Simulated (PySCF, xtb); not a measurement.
Si(Cl)2(OH)2 (Cl2H2O2Si), SMILES Cl[Si](O)(Cl)O. One conformer was computed; it need not be the lowest.

Harmonic wavenumbers (cm⁻¹) from GFN2-xTB run with xtb at its own minimum, in rising order: 130, 139, 167, 227, 242, 246, 275, 468, 549, 769, 802, 866, 947, 3649, 3652.

### Question
What does PBE0-D3(BJ)/def2-SVP in PySCF 2.14.0 give at its own minimum? (The exact figures need the calculation; the answer reports its results.)

### Answer
133, 172, 182, 256, 278, 299, 330, 517, 615, 780, 837, 904, 997, 3922, 3925. Paired by order, the mean absolute difference is 68 cm⁻¹ and the zero-point energies are 18.8 and 20.2 kcal/mol.
